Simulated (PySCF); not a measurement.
C3, neutral, multiplicity 1. Atoms are numbered in the order given.

```xyz
3

C      0.0000     0.0000    -1.3013
C      0.0000     0.0000     0.0000
C      0.0000     0.0000     1.3013
```
Charge 0, spin multiplicity 1.

The structure is a stationary point at PBE-D3(BJ)/def2-TZVP. The isomer is the one that the SMILES or the coordinates give; other isomers of the formula were not compared.

The numbers are results of PBE-D3(BJ)/def2-TZVP (PySCF), not measurements.

No scaling factor is applied to the harmonic values.

Modes within 1.5 cm⁻¹ of each other (mostly degenerate sets) share a row, with their intensities summed.

Task: List the normal modes with their intensities. (The exact figures need the calculation; the answer reports its results.)

Result: 
| mode | ν (cm⁻¹) | IR (km/mol) | Raman (Å⁴/amu) | depolarisation | moving atoms (share of kinetic energy) |
|---|---|---|---|---|---|
| 1–2 | 45 | 42.6 | 0.0 | – | C 100 % |
| 3 | 1189 | 0.0 | 64.0 | 0.27 | C 100 % |
| 4 | 2067 | 745.2 | 0.0 | – | C 100 % |
